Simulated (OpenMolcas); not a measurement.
## Co³⁺: the spin-orbit constant, worked from levels

```
Program             : OpenMolcas
Basis               : ANO-RCC-VDZP [5s4p2d1f]
Scalar Hamiltonian  : DKH2, point nucleus
Active space        : 6 electrons in 5 orbitals (3d)
State averaging     : 2S+1 = 5 even, 5 roots; 2S+1 = 3 even, 45 roots (21 in the spin-orbit step); 2S+1 = 1 even, 50 roots (0 in the spin-orbit step)
Spin-orbit coupling : RASSI with atomic mean-field integrals over the reference wave functions, term energies averaged over their components
```

Methods: CASSCF; SS-CASPT2, IPEA 0.25 Eh, imaginary shift 0.1 Eh (closed shells correlated: 3s 3p). Measured levels: Sugar and Corliss, J. Phys. Chem. Ref. Data 10, 1097 (1981).

**The spin-orbit constant.** For the Hund term 5D of d6, E(J) = (A/2) J(J+1) + constant and ζ = -2S·A = -4A. From J = 0 to J = 4 the energy changes by 10 A.

```json
{"Source": "CASSCF", "E(4) - E(0)": "-1556.7", "A": "-155.7", "ζ": "623"}
{"Source": "SS-CASPT2", "E(4) - E(0)": "-1548.1", "A": "-154.8", "ζ": "619"}
{"Source": "measured", "E(4) - E(0)": "-1493.6", "A": "-149.4", "ζ": "597"}
```

All in cm-1. SS-CASPT2 is off by +3.6 % and CASSCF by +4.2 %. Both methods take the spin-orbit matrix elements from the reference wave functions, so the second can move ζ only through the term energies and any multistate remixing. Second-order mixing with other terms is absorbed into this ζ.

Some high roots are left out of the spin-orbit mixing, which shifts the levels that they would mix with. The basis is small and was not contracted for so high a charge. Without dynamic correlation excited terms often stand tens of per cent too high (terms of higher spin than the ground term too low), and those without a measured partner can miss by more than the paired ones (holds for CASSCF). Computed and measured levels are paired by configuration, term and J; levels that our copy of the source lacks, or whose pairing is in doubt (as where it misses far off the trend of its configuration), stay unpaired and out of the deviations. Levels of configurations outside the active space are missing.
